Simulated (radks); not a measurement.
Values are calculated unless marked as measured or tabulated.
Effect of the nuclear size on the caesium ion Cs+, [Xe]. Level of theory: Dirac Kohn-Sham, relativistic LDA (MacDonald-Vosko exchange, VWN5 correlation), spin-unpolarised, spherical densities, finite nucleus; Fermi nuclear charge, rms radius 4.8041 fm (a radial shooting solver on a logarithmic mesh with Libxc functionals). The rms radius is varied about that value; shifts are against it.

[
 {"rms radius (fm)": "3.9778", "total energy shift (eV)": "-2.33", "density at nucleus (e/bohr^3)": "3.031e+05", "1s1/2 shift (meV)": "-967", "2s1/2 shift (meV)": "-115", "4p1/2 shift (meV)": "0.350", "5s1/2 shift (meV)": "-0.748", "5p1/2 shift (meV)": "0.071", "5p3/2 shift (meV)": "0.082", "6s1/2 (empty) shift (meV)": "-0.104"},
 {"rms radius (fm)": "4.4678", "total energy shift (eV)": "-0.992", "density at nucleus (e/bohr^3)": "2.967e+05", "1s1/2 shift (meV)": "-411", "2s1/2 shift (meV)": "-49.1", "4p1/2 shift (meV)": "0.149", "5s1/2 shift (meV)": "-0.318", "5p1/2 shift (meV)": "0.030", "5p3/2 shift (meV)": "0.035", "6s1/2 (empty) shift (meV)": "-0.044"},
 {"rms radius (fm)": "4.8041", "total energy shift (eV)": "0", "density at nucleus (e/bohr^3)": "2.927e+05", "1s1/2 shift (meV)": "0.000", "2s1/2 shift (meV)": "0.000", "4p1/2 shift (meV)": "0.000", "5s1/2 shift (meV)": "0.000", "5p1/2 shift (meV)": "0.000", "5p3/2 shift (meV)": "0.000", "6s1/2 (empty) shift (meV)": "0.000"},
 {"rms radius (fm)": "5.126", "total energy shift (eV)": "1.00", "density at nucleus (e/bohr^3)": "2.892e+05", "1s1/2 shift (meV)": "416", "2s1/2 shift (meV)": "49.7", "4p1/2 shift (meV)": "-0.151", "5s1/2 shift (meV)": "0.322", "5p1/2 shift (meV)": "-0.030", "5p3/2 shift (meV)": "-0.035", "6s1/2 (empty) shift (meV)": "0.045"},
 {"rms radius (fm)": "5.419", "total energy shift (eV)": "1.96", "density at nucleus (e/bohr^3)": "2.862e+05", "1s1/2 shift (meV)": "815", "2s1/2 shift (meV)": "97.2", "4p1/2 shift (meV)": "-0.295", "5s1/2 shift (meV)": "0.630", "5p1/2 shift (meV)": "-0.060", "5p3/2 shift (meV)": "-0.069", "6s1/2 (empty) shift (meV)": "0.088"}
]

Slopes of the eigenvalues against <r^2> in GHz/fm^2, as finite differences over the two radii next to the reference (eigenvalue slopes, not the field-shift constants of lines): 1s1/2 31700, 2s1/2 3780, 4p1/2 -11.5, 5s1/2 24.5, 5p1/2 -2.32, 5p3/2 -2.68, 6s1/2 (empty) 3.42.
